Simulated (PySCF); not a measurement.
CH9OSbSi2, SMILES C[O][Sb]([SiH3])[SiH3].

The structure is a stationary point at r2SCAN-D4/def2-SVP. The def2 effective core potentials stand for the cores of Sb; spin–orbit coupling is left out. Other conformers were not sampled.

Two levels are set side by side: TDDFT-PBE/def2-SVPD (PySCF) and TDDFT-PBE0/def2-SVPD (PySCF). Vertical, same geometry. The lowest singlet is HOMO→LUMO 99 % with PBE and HOMO→LUMO 97 % with the other functional; states are paired by order. Differences are taken from unrounded values.

| quantity | TDDFT-PBE0 |
|---|---|
| lowest singlet excitation (eV) | 3.80 |
| lowest triplet excitation (TDA) (eV) | 3.18 |
| first bright state (f over 0.05) (eV) | 5.18 |
| its oscillator strength | 0.08 |

Problem. What does TDDFT-PBE give, and how far is it from TDDFT-PBE0? (An estimate is asked for; the answer gives what the named calculation found.)

Solution. 
| quantity | TDDFT-PBE | TDDFT-PBE minus TDDFT-PBE0 |
|---|---|---|
| lowest singlet excitation (eV) | 3.43 | -0.37 |
| lowest triplet excitation (TDA) (eV) | 2.95 | -0.23 |
| first bright state (f over 0.05) (eV) | 5.54 | 0.36 |
| its oscillator strength | 0.05 | -0.03 |

A lower first singlet is the usual sign of a functional without exact exchange. Differences between two approximate levels are no errors against the true value.

Rough cost on one machine, each run with all the roots and properties that it gave: TDDFT-PBE0 against TDDFT-PBE about 4 times.
